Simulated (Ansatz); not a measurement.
Computed with Ansatz on PBE0-D4/def2-TZVP structures; ΔE is electronic, products minus reactants. CCSD(T)/CBS is the MP2 limit (def2-TZVPP, def2-QZVPP) plus CCSD(T) − MP2 in def2-TZVPP, frozen cores. This one scheme is used for every species. DFT in def2-TZVPP. B3LYP here is the variant with VWN-RPA as its local correlation; programs differ in this. For Se outer-core shells are correlated without core-valence functions, which leaves a few kJ/mol of doubt a bond. Scalar relativity is left out up to krypton. Each species was taken in one conformer, which may not be the lowest.

`C[SiH2][SiH2][SeH]` → `[SiH3][SeH]` + `C[SiH]`  (silylene formation by 1,1-elimination)

(1) Is it downhill or uphill in electronic energy at CCSD(T)/CBS, and by how much? (Estimate.)

(2) What do these levels give: B3LYP-D4, ωB97X-V, r2SCAN, PBE0, MP2/def2-TZVPP, CCSD/def2-TZVPP? (An estimate is asked.)

Largest T1 diagnostic among the species: 0.012.

## Answers

(1) Computed: Uphill: ΔE = +240.3 kJ/mol.

(2) Ansatz gave: B3LYP-D4 236.7, ωB97X-V 250.1, r2SCAN 257.6, PBE0 248.9, MP2/def2-TZVPP 248.7, CCSD/def2-TZVPP 228.6 kJ/mol.

In def2-TZVPP, CCSD(T) changes the Hartree–Fock value by +22.6 kJ/mol (the triples alone add +5.3 kJ/mol) and MP2 by +37.4 kJ/mol. From PBE to PBE0 (25 % exact exchange), in def2-TZVPP and without D4, ΔE moves by +8.0 kJ/mol.
